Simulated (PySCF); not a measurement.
TiFH₃, SMILES [F][TiH3], multiplicity 1. Coordinates come from a PBE0-D3(BJ)/def2-TZVP optimisation. The multiplicity is an assumed one; no other spin state was optimised. The structure was generated by enumeration; whether it is a known compound was not checked.

Computed equilibrium geometry at PBE0-D3(BJ)/def2-TZVP (PySCF confirms it by a frequency run) as Cartesian coordinates in Å, and its point group:
point group C3v.
```xyz
5

Ti     0.0000     0.0000    -0.4094
F      0.0000     0.0000     1.3218
H     -1.3831    -0.7985    -0.9631
H      1.3831    -0.7985    -0.9631
H      0.0000     1.5970    -0.9631
```
Charge 0, spin multiplicity 1.
